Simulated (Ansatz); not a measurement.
**Molecular dynamics, step by step**

LiGeH₄ (charge +1), singlet, PBE-D4/pcseg-2 (Ansatz 0.2.0). Settings (timestep in fs, temperature in K, friction in 1/fs; T counts 18 degrees of freedom, while the starting velocities carry no drift of the centre of mass, so T starts below the set value):

```yaml
hamiltonian: {xc: pbe, dispersion: d4}
md: {n_steps: 60, timestep: 0.75, temperature: 700, ensemble: nvt_langevin, seed: 933, friction: 0.002, initial_velocities: maxwell_boltzmann}
```

Start:

Li1  (0.428, 0.115, -2.672)
Ge2  (-0.103, -0.028, 0.636)
H3  (0.160, 0.043, -0.934)
H4  (1.251, 0.323, 1.241)
H5  (-0.546, -1.468, 0.863)
H6  (-1.191, 1.014, 0.867)
(Å)

```tsv
step	time (fs)	potential energy less the start (meV)	kinetic energy (meV)	T (K)
0	0.00	0.0	452.4	583
4	3.00	193.8	305.6	394
8	6.00	128.5	393.4	507
12	9.00	206.2	312.7	403
16	12.00	341.6	189.0	244
20	15.00	187.6	359.1	463
24	18.00	154.2	446.1	575
28	21.00	152.3	428.0	552
32	24.00	138.8	474.4	612
36	27.00	227.0	434.3	560
40	30.00	244.8	424.2	547
44	33.00	276.7	389.1	502
48	36.00	288.9	377.7	487
52	39.00	262.1	398.6	514
56	42.00	245.6	407.6	526
60	45.00	183.6	454.8	586
```

Step 8, positions (Å) and forces (eV/Å):

```csv
atom,x,y,z,Fx,Fy,Fz
Li1,0.371,0.121,-2.653,0.004,0.010,0.120
Ge2,-0.101,-0.027,0.638,0.376,-0.294,-0.089
H3,0.293,0.160,-0.849,0.247,0.163,-1.020
H4,1.246,0.266,1.259,0.255,-0.065,0.352
H5,-0.505,-1.495,0.544,-0.258,-0.022,0.360
H6,-1.066,1.111,0.772,-0.624,0.208,0.277
```

Step 36, positions (Å) and forces (eV/Å):

| atom | x | y | z | Fx | Fy | Fz |
| --- | --- | --- | --- | --- | --- | --- |
| Li1 | 0.170 | 0.139 | -2.565 | 0.038 | 0.021 | 0.047 |
| Ge2 | -0.067 | -0.024 | 0.637 | -0.732 | 0.484 | 0.781 |
| H3 | 0.701 | 0.710 | -0.617 | -0.383 | -0.388 | 0.289 |
| H4 | 1.047 | -0.214 | 1.748 | -0.508 | -0.013 | -0.683 |
| H5 | -0.794 | -1.362 | 0.145 | 0.571 | 0.639 | 0.077 |
| H6 | -1.241 | 1.003 | 1.130 | 1.015 | -0.743 | -0.510 |

Step 44, positions (Å) and forces (eV/Å):

```json
{"atom": "Li1", "x": "0.109", "y": "0.121", "z": "-2.518", "Fx": "0.016", "Fy": "-0.015", "Fz": "0.005"}
{"atom": "Ge2", "x": "-0.055", "y": "-0.017", "z": "0.644", "Fx": "0.350", "Fy": "-0.104", "Fz": "-0.267"}
{"atom": "H3", "x": "0.731", "y": "0.797", "z": "-0.563", "Fx": "-0.378", "Fy": "-0.464", "Fz": "0.673"}
{"atom": "H4", "x": "0.793", "y": "-0.383", "z": "1.843", "Fx": "0.630", "Fy": "-0.156", "Fz": "-0.123"}
{"atom": "H5", "x": "-0.783", "y": "-1.226", "z": "0.041", "Fx": "0.188", "Fy": "-0.269", "Fz": "-0.391"}
{"atom": "H6", "x": "-1.157", "y": "0.790", "z": "1.204", "Fx": "-0.806", "Fy": "1.009", "Fz": "0.102"}
```

Last step (60):

```
6
angstrom
Li 0.0232 0.0716 -2.4221
Ge -0.0427 -0.0010 0.6678
H 0.9138 0.9224 -0.2926
H 0.6673 -0.8189 1.7858
H -0.5522 -1.1128 -0.4043
H -1.2627 0.8967 1.1917
```

Hardware: 2 CPU threads of an Arm Neoverse V2, shared host. Wall time about 66 s.
